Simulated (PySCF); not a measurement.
C₂H₄F₂. Atoms are numbered in the order given.

```xyz
8

F     -1.4521    -0.1686    -0.5464
C     -0.6900     0.3070     0.5047
C      0.6900    -0.3070     0.5047
F      1.4521     0.1686    -0.5464
H     -1.1963     0.0606     1.4671
H     -0.6078     1.4145     0.4219
H      1.1963    -0.0606     1.4671
H      0.6078    -1.4145     0.4219
```

Coordinates come from a PBE-D3(BJ)/def2-SVP optimisation. The values are those of a single conformer.

All values below come from PBE0/pcSseg-1 in PySCF.

GIAO shieldings, no solvent; atoms listed in one row are averaged. δ = σ(ref) − σ: ¹⁹F against CFCl3 (σ = 167.2 ppm); ¹³C against TMS (σ = 186.3 ppm); ¹H against TMS (σ = 31.56 ppm), references at their B3LYP-D3(BJ)/def2-TZVP geometries, non-relativistic.

Computed chemical shifts:
```json
[
 {"nucleus": "¹⁹F", "atoms": "F1, F4", "count": "2", "δ (ppm)": "-243.6"},
 {"nucleus": "¹³C", "atoms": "C2, C3", "count": "2", "δ (ppm)": "89.0"},
 {"nucleus": "¹H", "atoms": "H8, H6", "count": "2", "δ (ppm)": "5.38"},
 {"nucleus": "¹H", "atoms": "H5, H7", "count": "2", "δ (ppm)": "4.77"}
]
```
